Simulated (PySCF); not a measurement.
Compound: H10O2Si4.
Z-matrix (Å and degrees, PBE0-D3(BJ)/def2-SVP geometry), rows numbered from 1:
```
Si
O   1  1.6609
Si  2  1.6523  1  150.10
O   3  1.6488  2  108.59  1   117.61
Si  4  1.6698  3  139.89  2    30.58
Si  5  2.3500  4  111.20  3   -18.92
H   1  1.4936  2  109.77  3    53.43
H   1  1.4891  2  108.35  3   173.07
H   1  1.4928  2  110.30  3   -66.77
H   3  1.4875  2  110.37  1    -0.92
H   3  1.4871  2  108.20  1  -123.30
H   5  1.4933  4  108.27  3  -140.17
H   5  1.4960  4  109.27  3   102.25
H   6  1.4941  5  111.21  4    61.89
H   6  1.4957  5  110.98  4   -59.92
H   6  1.4976  5  108.44  4  -178.69
```

The closed-shell ground state was solved at several levels (PySCF, density fitting, gas phase, non-relativistic).

```
          level  basis functions  total energy (Eh)  HOMO (eV)  LUMO (eV)  gap (eV)  dipole (D)
B3LYP/def2-SVPD              222         -1314.1975      -7.82      -0.49      7.33        0.55
  PBE0/pcSseg-1              180         -1313.8606      -8.07      -0.19      7.88        0.67
```

Task: What might B3LYP/pcSseg-1 (180 basis functions) give for the same quantities?

Result: Total energy -1314.6240 Eh, HOMO -7.85 eV, LUMO -0.32 eV, gap 7.53 eV, dipole 0.66 D.

Task: Over all these levels, which gives the widest orbital gap and which the narrowest?

Result: PBE0/pcSseg-1 (global hybrid, 25 % exact exchange) has the widest, 7.88 eV, and B3LYP/def2-SVPD (global hybrid, 20 % exact exchange) the narrowest, 7.33 eV. Functional and basis both differ between the two, so the spread mixes both effects.

Task: How far do the dipole and the HOMO energy spread over the levels?

Result: The dipole runs from 0.55 to 0.67 D (mean 0.63 D) and the HOMO from -8.07 to -7.82 eV.

One conformer stands for the species.
